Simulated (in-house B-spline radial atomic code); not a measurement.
Radial electron density of neutral silicon, [Ne] 3s2 3p2. Method: Dirac-Kohn-Sham PBE0, spherical fractional occupations, Fermi nucleus of rms radius 3.1224 fm. Calculated with a B-spline radial code for spherical atoms.

Caution: exact exchange at fractional occupations of open shells leaves self-interaction of up to several eV.

Columns: r (bohr), 4πr²n(r) (electrons per bohr), bar.

```
 0.00442    0.396 #
 0.00534   0.5622 ##
 0.00645   0.7935 ##
 0.00779    1.113 ###
  0.0094    1.546 ####
  0.0113    2.114 ######
  0.0137    2.899 ########
  0.0165    3.882 ###########
    0.02    5.162 ##############
  0.0241    6.673 ###################
  0.0291    8.449 #######################
  0.0351    10.39 #############################
  0.0424    12.36 ##################################
  0.0512    14.13 #######################################
  0.0618    15.39 ###########################################
  0.0747    15.86 ############################################
  0.0901    15.37 ###########################################
   0.109    13.97 #######################################
   0.131    12.15 ##################################
   0.159    10.42 #############################
   0.192    9.672 ###########################
   0.231    10.21 ############################
   0.279    11.82 #################################
   0.337    13.59 ######################################
   0.407    14.37 ########################################
   0.491    13.41 #####################################
   0.593    10.78 ##############################
   0.716     7.35 ####################
   0.864    4.307 ############
    1.04    2.427 #######
    1.26    1.707 #####
    1.52    1.716 #####
    1.84    1.828 #####
    2.22    1.691 #####
    2.68      1.3 ####
    3.23   0.8317 ##
     3.9   0.4424 #
    4.71   0.1976 #
    5.69  0.07381 
    6.87  0.02248 
    8.29  0.00528 
      10 0.0008948
```

On this grid the curve has 3 maxima, near 0.0747, 0.407, 1.84 bohr.

The 3p3/2 radial function P(r) = rR(r), positive near the nucleus, with its small component Q(r) (sign convention: Q ≈ (P' + κP/r)/2c):

```tsv
r (bohr)	P	Q
0.00645	0.0007529	-1.919e-05
0.0094	0.001565	-3.976e-05
0.0137	0.003223	-8.157e-05
0.02	0.00657	-0.0001654
0.0291	0.01306	-0.0003259
0.0424	0.0253	-0.0006241
0.0618	0.04715	-0.001144
0.0901	0.08312	-0.001977
0.131	0.1349	-0.003135
0.192	0.1974	-0.004486
0.279	0.2429	-0.005503
0.407	0.228	-0.005573
0.593	0.107	-0.00427
0.864	-0.1239	-0.001979
1.26	-0.398	0.0003291
1.84	-0.5914	0.001799
2.68	-0.5837	0.002006
3.9	-0.3986	0.001312
5.69	-0.1828	0.0005449
8.29	-0.05118	0.0001399
```
